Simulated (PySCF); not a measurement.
# Nuclear quadrupole coupling in `FC(F)(F)O[C@@]1(F)CCO1`

Compound: C₄H₄F₄O₂.
Atom-mapped SMILES: `[F:1][C:2]([F:3])([F:4])[O:5][C@@:6]1([F:7])[CH2:8][CH2:9][O:10]1` (hydrogens: H11, H12 on C8; H13, H14 on C9)

Structure used (GFN2-xTB), in Å, numbered top down from 1:
```xyz
14
C4H4F4O2 angstrom
F      2.7753   -0.4078    1.7020
C      2.1067    0.0497    0.6479
F      2.0180    1.3724    0.7882
F      2.8646   -0.1690   -0.4233
O      0.9195   -0.5715    0.6200
C      0.0199   -0.2716   -0.4106
F      0.5565   -0.7287   -1.5760
C     -1.4007   -0.7481   -0.1280
C     -1.7389    0.7451   -0.2495
O     -0.3514    1.0518   -0.5079
H     -1.8028   -1.3917   -0.9040
H     -1.5225   -1.1905    0.8547
H     -2.0822    1.2335    0.6623
H     -2.3627    1.0259   -1.0980
```

Field gradients from the PBE0/pcSseg-1 density (PySCF, non-relativistic), principal values in atomic units, ordered |Vxx| ≤ |Vyy| ≤ |Vzz|:

```
atom      Vxx      Vyy      Vzz
  O5  -0.1827  -1.7362   1.9189
 O10   0.0157   1.7934  -1.8091
```

Find the asymmetry η = (Vxx − Vyy)/Vzz and the couplings χ = eQV/h (234.96 MHz × Q in barn × V in au), with Q(17O) = −0.0256 b.

| atom | environment | nucleus | η | χzz (MHz) | χxx (MHz) | χyy (MHz) |
| --- | --- | --- | --- | --- | --- | --- |
| O5 | ether oxygen | 17O | 0.81 | -11.54 | 1.10 | 10.44 |
| O10 | cyclic ether oxygen | 17O | 0.98 | 10.88 | -0.09 | -10.79 |

At O10 η is above 0.9: Vyy and Vzz are nearly equal in size and opposite in sign, so a small change could swap them and flip the sign of χzz. The tensor is traceless: Vxx + Vyy + Vzz = 0.

What is Vzz at O5 in SI units (1 au = 9.71736 × 10²¹ V/m²)?

1.9189 au = 18.646 × 10²¹ V/m².

Were the hydrogens deuterons (Q(2H) = 0.00286 b), χzz would run from 200 kHz (H14 and H13) to 211 kHz (H12 and H11).

The structure is a single GFN2-xTB conformer in the gas phase; no vibrational or solvent corrections. GFN2-xTB bond lengths can be off by several hundredths of an ångström, more for odd bonds, and the gradients follow them. The small basis limits the accuracy of the gradients.
